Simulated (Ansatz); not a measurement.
Mulliken charges of CH₃F₂NbS (`[CH3][Nb]([F])([F])=[S]`) from B3LYP/def2-TZVPP in Ansatz (PBE0-D4/def2-TZVP geometry).

```json
{"atom": "C1", "x (Å)": "-0.959", "y (Å)": "-0.076", "z (Å)": "0.553", "charge (e)": "-0.457"}
{"atom": "Nb2", "x (Å)": "0.863", "y (Å)": "-0.045", "z (Å)": "-0.534", "charge (e)": "1.227"}
{"atom": "F3", "x (Å)": "1.995", "y (Å)": "-1.286", "z (Å)": "0.253", "charge (e)": "-0.373"}
{"atom": "F4", "x (Å)": "0.444", "y (Å)": "-0.319", "z (Å)": "-2.319", "charge (e)": "-0.373"}
{"atom": "S5", "x (Å)": "1.593", "y (Å)": "1.934", "z (Å)": "-0.231", "charge (e)": "-0.383"}
{"atom": "H6", "x (Å)": "-1.403", "y (Å)": "-1.074", "z (Å)": "0.450", "charge (e)": "0.110"}
{"atom": "H7", "x (Å)": "-0.785", "y (Å)": "0.137", "z (Å)": "1.611", "charge (e)": "0.124"}
{"atom": "H8", "x (Å)": "-1.655", "y (Å)": "0.672", "z (Å)": "0.161", "charge (e)": "0.124"}
```

**Question.** By hand: the dipole of these point charges (1 e Å = 4.8032 D).

**Answer.** Σ q r = (-0.480, -0.180, 0.220) e Å, of length 0.558 e Å = 2.68 D.

**Question.** How does the dipole of the full density compare? (Best estimate.)

**Answer.** Computed: (-0.364, -0.248, 0.126) e Å, 2.20 D; the point charges give 1.22 times that, at 15° from its direction.

Point charges leave out the atoms' own dipoles, such as those of lone pairs, and Mulliken's split depends on the basis, so the two needn't agree.

B3LYP here is the variant with VWN-RPA as its local correlation; programs differ in this.
